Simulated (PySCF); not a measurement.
Si(H)(F)(Br)(OH) (BrFH2OSi), SMILES [SiH](F)(Br)O. Geometry: r2SCAN-D4/def2-SVP. One conformer was computed; it need not be the lowest.

Problem. Give the equilibrium geometry at r2SCAN-D4/def2-SVP (PySCF confirms it by a frequency run) as a Z-matrix. (Estimate from the structure and the level; the computed values follow.)

Solution. Several could match; the one computed here: 
```
Si
F 1 1.6162
O 1 1.6381 2 110.81
H 3 0.9651 1 118.94 2 70.34
H 1 1.4702 2 109.32 3 -119.03
Br 1 2.2163 5 111.23 3 -122.44
```
Charge 0, spin multiplicity 1.
